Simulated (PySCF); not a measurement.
FH₃SSi, SMILES F[SiH2]S. Atoms are numbered in the order given.

```xyz
6

Si    -0.6090    -0.4741    -0.0059
F     -1.5688     0.7737     0.2998
S      1.4242     0.1153    -0.2204
H     -0.7718    -1.4115     1.1192
H     -1.0026    -1.0486    -1.3036
H      1.6330     0.2895     1.0965
```
Charge 0, spin multiplicity 1.

Geometry optimised at B3LYP-D3(BJ)/def2-TZVP. The values are those of a single conformer.

Computed with KT2/pcSseg-2 (PySCF).

GIAO shieldings, no solvent; atoms listed in one row are averaged. δ = σ(ref) − σ: ²⁹Si against TMS (σ = 351.7 ppm); ¹⁹F against CFCl3 (σ = 125.1 ppm); ³³S against H2S (σ = 720.7 ppm); ¹H against TMS (σ = 31.47 ppm), references at their B3LYP-D3(BJ)/def2-TZVP geometries, non-relativistic.

```csv
nucleus,atoms,count,δ (ppm)
²⁹Si,Si1,1,-1.6
¹⁹F,F2,1,-206.8
³³S,S3,1,64.0
¹H,H4,1,6.01
¹H,H5,1,5.70
¹H,H6,1,1.57
```
